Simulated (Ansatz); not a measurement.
One change: `[OH][Sn]([OH])([F])[Br]` becomes `[OH][Sn]([OH])([OH])[F]`.

Ansatz, PBE0-D4/def2-TZVP geometries, multiplicity 1. Each molecule was computed in one conformer, which needn't be the lowest.

Elements past krypton have def2 core potentials. Scalar relativity is left out up to krypton.

```tsv
property	`[OH][Sn]([OH])([F])[Br]`
HOMO energy (B3LYP/def2-TZVPP) / eV	-8.91
LUMO energy (ωB97M-V/def2-TZVPP) / eV	-0.48
HOMO–LUMO gap (B3LYP/def2-TZVPP) / eV	6.07
zero-point energy (PBE0-D4/def2-TZVP) / kJ/mol	76.4
size of the dipole moment (B3LYP/def2-TZVPP) / D	1.64
HOMO–LUMO gap (PBE/def2-TZVPP) / eV	4.35
```

**Question.** What does the change do to each property? (Best estimate.)

**Answer.** Ansatz gave: 
```
                                        property  `[OH][Sn]([OH])([OH])[F]`  shift
             HOMO energy (B3LYP/def2-TZVPP) / eV                      -9.20  -0.29
           LUMO energy (ωB97M-V/def2-TZVPP) / eV                      -0.04   0.44
           HOMO–LUMO gap (B3LYP/def2-TZVPP) / eV                       6.79   0.72
  zero-point energy (PBE0-D4/def2-TZVP) / kJ/mol                      108.9   32.5
size of the dipole moment (B3LYP/def2-TZVPP) / D                       1.47  -0.17
             HOMO–LUMO gap (PBE/def2-TZVPP) / eV                       4.68   0.33
```

With PBE0 the HOMO falls by 0.29 eV and the LUMO rises by 0.47 eV, so the gap widens by about 0.76 eV. PBE moves the HOMO by 0.08 eV and ωB97M-V by -0.51 eV. The zero-point energy changes by 32.5 kJ/mol with +3 modes. Dipoles are sizes alone; their direction can turn.

B3LYP here is the variant with VWN-RPA as its local correlation; programs differ in this.

Spin–orbit coupling is left out; it splits and shifts lone-pair levels of the heavy atoms by tenths of an eV.
